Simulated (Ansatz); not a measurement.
Gas-phase electronic energies from Ansatz, PBE0-D4/def2-TZVP geometries. CCSD(T)/CBS adds triple-zeta CCSD(T) − MP2 to the extrapolated MP2 energy (def2 sets, frozen cores). This one scheme is used for every species. DFT in def2-TZVPP. B3LYP here is the variant with VWN-RPA as its local correlation; programs differ in this. def2 core potentials past Kr. For Sn outer-core shells are correlated without core-valence functions, which leaves a few kJ/mol of doubt a bond. Each species was taken in one conformer, which may not be the lowest.

`C[NH][SnH2][O]C` + H₂O → `C[O][SnH2][OH]` + CH₃NH₂  (formal hydrolysis of the Sn–N bond)

`C[NH][SnH2][O]C`:

```xyz
14

C     1.039    0.770    1.704
N    -0.230    0.851    1.007
Sn   -0.300    0.979   -0.999
O     0.153   -0.832   -1.610
C    -0.591   -1.924   -1.132
H     1.694    0.060    1.194
H     1.582    1.723    1.781
H     0.894    0.388    2.720
H    -0.903    1.424    1.495
H     0.936    1.911   -1.714
H    -1.908    1.373   -1.419
H    -0.668   -1.935   -0.037
H    -0.089   -2.845   -1.445
H    -1.610   -1.944   -1.543
```

H₂O:

```xyz
3

O    -0.223   -0.312   -0.066
H     0.701   -0.196   -0.295
H    -0.478    0.508    0.362
```

`C[O][SnH2][OH]`:

Cartesian coordinates in Å:
```
C 1.326 -0.841 -0.713
O 0.472 -0.518 0.353
Sn -0.990 0.772 0.135
O -1.762 0.767 1.928
H 2.055 -1.576 -0.360
H 1.886 0.030 -1.084
H 0.791 -1.286 -1.564
H -0.357 2.318 -0.213
H -2.131 0.174 -0.985
H -1.290 0.159 2.503
```

CH₃NH₂:

```xyz
7

C    -0.358   -0.344   -0.276
N     0.310    0.747    0.413
H     0.237   -1.261   -0.394
H    -0.660   -0.012   -1.272
H    -1.272   -0.607    0.263
H     1.155    1.013   -0.076
H     0.589    0.463    1.343
```

CCSD(T)/CBS gives -0.19 eV.

**Question.** Another level gave -0.39 eV. Which?
A. HF/def2-TZVPP
B. CCSD(T)/def2-TZVPP
C. B3LYP-D4/def2-TZVPP
D. PBE/def2-TZVPP

**Answer.** A. HF/def2-TZVPP -0.39, CCSD(T)/def2-TZVPP -0.19, PBE -0.29, B3LYP-D4 -0.25 eV.

Largest T1 diagnostic among the species: 0.014.

In def2-TZVPP, CCSD(T) changes the Hartree–Fock value by +0.19 eV (the triples alone add +0.02 eV) and MP2 by +0.22 eV. The D4 term adds +0.09 eV with B3LYP and +0.06 eV with PBE0; it sums over pairs of atoms, weighted by their polarisabilities, and B3LYP, whose exchange is more repulsive, gets the larger term.
